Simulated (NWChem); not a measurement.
Species: BHOF cation; SMILES FB=[OH+]

```xyz
4

O      0.0003    -1.1863     0.0000
B     -0.0002     0.0383     0.0000
F      0.0001     1.2788     0.0000
H     -0.0039    -2.1552     0.0000
```
Atoms are numbered in this order, from 1.

Program: NWChem. Pople sets run with spherical d functions. All runs use the structure optimised with PBE0/def2-SVP. B3LYP is NWChem's, with the RPA form of VWN correlation. Vzz is the largest principal value of the second derivative of the potential at the nucleus (NWChem prints the opposite sign); η is the asymmetry. Non-relativistic.

```tsv
level	Vzz O1 (a.u.)	η O1	Vzz B2 (a.u.)	η B2
Hartree-Fock/def2-SVP	1.428	0.00	-0.377	0.00
Hartree-Fock/def2-TZVP	1.368	0.00	-0.398	0.00
B3LYP/6-31G*	1.384	0.00	-0.279	0.00
B3LYP/def2-SVP	1.374	0.00	-0.312	0.00
```
